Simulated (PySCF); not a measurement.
Species: `[H]/N=C1\C=CC[C@@H]1CCOC`. The columns A, B, C and D hold Mulliken, IAO, Hirshfeld and ESP-fitted charges (e) of one PBE0/pcSseg-1 density (PySCF), in a shuffled order. Coordinates in Å (GFN2-xTB); the density's dipole moment is (-2.28, -0.19, -0.18) D.

| atom | x | y | z | A | B | C | D |
| --- | --- | --- | --- | --- | --- | --- | --- |
| C1 | 3.805 | 0.212 | 0.409 | -0.148 | -0.198 | -0.021 | -0.043 |
| O2 | 2.597 | -0.436 | 0.699 | -0.370 | -0.399 | -0.530 | -0.151 |
| C3 | 1.565 | -0.098 | -0.206 | +0.183 | -0.050 | +0.091 | -0.005 |
| C4 | 0.284 | -0.790 | 0.242 | -0.054 | -0.248 | -0.176 | -0.072 |
| C5 | -0.910 | -0.443 | -0.655 | +0.068 | -0.133 | -0.307 | -0.023 |
| C6 | -2.160 | -1.268 | -0.296 | -0.246 | -0.270 | -0.087 | -0.068 |
| C7 | -3.170 | -0.255 | 0.132 | -0.018 | -0.107 | -0.129 | -0.016 |
| C8 | -2.713 | 0.991 | 0.032 | -0.501 | -0.207 | -0.040 | -0.065 |
| C9 | -1.345 | 0.998 | -0.482 | +0.636 | +0.177 | +0.051 | +0.086 |
| N10 | -0.597 | 1.975 | -0.770 | -0.888 | -0.472 | -0.362 | -0.228 |
| H11 | 4.181 | -0.070 | -0.584 | +0.076 | +0.116 | +0.081 | +0.033 |
| H12 | 3.690 | 1.302 | 0.439 | +0.079 | +0.119 | +0.085 | +0.035 |
| H13 | 4.519 | -0.101 | 1.168 | +0.122 | +0.153 | +0.115 | +0.047 |
| H14 | 1.411 | 0.990 | -0.228 | +0.061 | +0.137 | +0.136 | +0.017 |
| H15 | 1.836 | -0.423 | -1.223 | +0.005 | +0.104 | +0.083 | +0.027 |
| H16 | 0.449 | -1.869 | 0.226 | +0.024 | +0.137 | +0.127 | +0.037 |
| H17 | 0.072 | -0.497 | 1.272 | +0.034 | +0.139 | +0.117 | +0.035 |
| H18 | -0.613 | -0.603 | -1.695 | +0.019 | +0.150 | +0.141 | +0.044 |
| H19 | -2.532 | -1.841 | -1.148 | +0.098 | +0.151 | +0.144 | +0.047 |
| H20 | -1.961 | -1.978 | 0.509 | +0.095 | +0.147 | +0.140 | +0.047 |
| H21 | -4.149 | -0.550 | 0.474 | +0.135 | +0.157 | +0.095 | +0.057 |
| H22 | -3.249 | 1.893 | 0.274 | +0.197 | +0.155 | +0.090 | +0.053 |
| H23 | -1.014 | 2.889 | -0.598 | +0.394 | +0.242 | +0.154 | +0.104 |

Which column most likely holds the ESP-fitted charges?

A. Σ q r misses the density's dipole by 0.02 D (A), 0.63 D (D), 0.75 D (B), 1.67 D (C). Charges fitted to the outside potential are the only set here that is tied to the molecule's multipoles.

And the Hirshfeld charges?

D. The mean sizes are 0.058 e (D), 0.144 e (C), 0.181 e (B), 0.194 e (A), and Hirshfeld charges are commonly the smallest of these schemes.

As computed, A = ESP-fitted, B = IAO, C = Mulliken, D = Hirshfeld. Hydrogens on carbon: ESP-fitted +0.01 to +0.20, IAO +0.10 to +0.16, Mulliken +0.08 to +0.14, Hirshfeld +0.02 to +0.06 e.

The Hirshfeld scheme weights the molecular density at each point by an atom's share of the summed free-atom densities. The IAO scheme projects the occupied orbitals on a minimal set of polarised atomic orbitals and counts the electrons in each atom's part of it.

The structure is a single GFN2-xTB conformer in the gas phase; no vibrational or solvent corrections.

The run behind these numbers computed NMR shieldings as well. The run took 3.4 min wall, 2.1 min CPU on an Intel Xeon at 2.50 GHz with one thread, no GPU, shared host with 64 logical CPUs at a one-minute load of 56, and the process peaked at 1.1 GiB of memory.

Shape of the structure used: `[H]/[N:10]=[C:9]1/[C@@H:5]([CH2:4][CH2:3][O:2][CH3:1])[CH2:6][CH:7]=[CH:8]1`: C1–O2–C3–C4 -177°, O2–C3–C4–C5 178°, C3–C4–C5–C6 174°.
